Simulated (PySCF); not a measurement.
## Core binding energy against partial charge

Species: C4H11BO2.
Bonds: C1–O2, O2–B3, B3–C4, C4–C5, C5–O6, O6–C7. Hydrogens: H8, H9, H10 on C1; H11 on B3; H12, H13 on C4; H14, H15 on C5; H16, H17, H18 on C7.

Binding energies: delta-SCF UKS SCAN, pcX-2 on the ionised atom, pcseg-1 elsewhere, spin-free X2C (PySCF 2.14.0). Charges: PBE0/pcSseg-1 ground-state density, for the ionised atom.

```json
{"atom": "C4", "environment": "sp3 carbon bound to boron", "C 1s (eV)": "289.88", "Mulliken (e)": "-0.462", "IAO (e)": "-0.417", "Hirshfeld (e)": "-0.151", "ESP (e)": "-0.626"}
{"atom": "C5", "environment": "sp3 carbon bound to oxygen", "C 1s (eV)": "291.67", "Mulliken (e)": "+0.062", "IAO (e)": "-0.028", "Hirshfeld (e)": "0.000", "ESP (e)": "+0.562"}
{"atom": "C7", "environment": "methoxy carbon", "C 1s (eV)": "291.93", "Mulliken (e)": "-0.035", "IAO (e)": "-0.191", "Hirshfeld (e)": "-0.042", "ESP (e)": "-0.180"}
{"atom": "C1", "environment": "methoxy carbon", "C 1s (eV)": "292.57", "Mulliken (e)": "-0.024", "IAO (e)": "-0.192", "Hirshfeld (e)": "-0.025", "ESP (e)": "-0.245"}
```

Question: Give the correlation coefficient and slope of binding energy on charge for each scheme.

Answer: Mulliken: r = 0.89, slope 4.3 eV per e; Hirshfeld: r = 0.88, slope 15.2 eV per e; IAO: r = 0.71, slope 5.1 eV per e; ESP: r = 0.45, slope 1.0 eV per e. On 4 points no scheme stands out.

Question: The point-charge model writes a binding energy as kq + V + constant, with V the potential of the other atoms' charges at the site. What does it give with the Mulliken charges?

Answer: V = Σ 14.40 eV Å × q/r over all other atoms: +4.96 eV at C4, -3.52 eV at C5, -0.58 eV at C7, +1.00 eV at C1. Fitting binding energy − V to q gives k = 18.2 eV per e and leaves an rms residual of 0.74 eV, against 0.45 eV for the fit on q alone. The model has no term for differences in relaxation between sites.

Isolated species at its PBE0-D3(BJ)/def2-SVP geometry (one conformer only).

The values belong to the conformer `[CH3:1][O:2][BH:3][CH2:4][CH2:5][O:6][CH3:7]`: C1–O2–B3–C4 179°, O2–B3–C4–C5 -1°, B3–C4–C5–O6 -179°, C4–C5–O6–C7 180°.
